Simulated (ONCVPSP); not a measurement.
**manganese: excitation energies, all-electron against ONCV**

ONCVPSP 4.0.1 input, shortened (lines: element, Z, core and valence counts, functional; n l f; lmax; l rc ep ncon nbas qcut; lloc lpopt rc5 dvloc0; l nproj debl; icmod fcfact rcfact), PBEsol, scalar-relativistic:

```
  Mn 25.00    4    4  -116133      upf
    1    0    2.00
    2    0    2.00
    2    1    6.00
    3    0    2.00
    3    1    6.00
    3    2    5.00
    4    0    1.00
    4    1    1.00
    2
    0    2.50    0.00    5    9    2.70
    1    1.35    0.00    4    7   12.00
    2    2.00    0.00    4    9    7.20
    4    5    1.30   -1.00
    0    2    3.50
    1    2    3.00
    2    1    0.40
    3    1.50    1.40
```

Energies are relative to the spin-unpolarised reference configuration 3p6 3d5 4s1 4p1; without spin polarisation the order of configurations can differ from experiment.

```tsv
valence configuration	charge	ΔE all-electron (eV)	error AE − PS (meV)
3p6 3d5 4s1 4p0	+1	4.549	+0.7
3p6 3d5 4s0 4p0	+2	20.061	+3.6
```

Q: What are ΔE and the potential's error for 3p6 3d5 4s2 4p0?

A: ΔE = -3.884 eV all-electron; the error (AE − PS) is -2.5 meV.

Q: What are ΔE and the potential's error for 3p6 3d5 4s1.5 4p0?

A: ΔE = -0.514 eV all-electron; the error (AE − PS) is -1.2 meV.

Levels in the configuration 3p6 3d5 4s1.5 4p0:

| level | all-electron (eV) | pseudo (eV) |
| --- | --- | --- |
| 3p | -58.419 | -58.484 |
| 3d | -10.690 | -10.706 |
| 4s | -8.400 | -8.396 |

Note: no bound ghost flagged; GHOST(+) flagged for s at 28.9 eV.
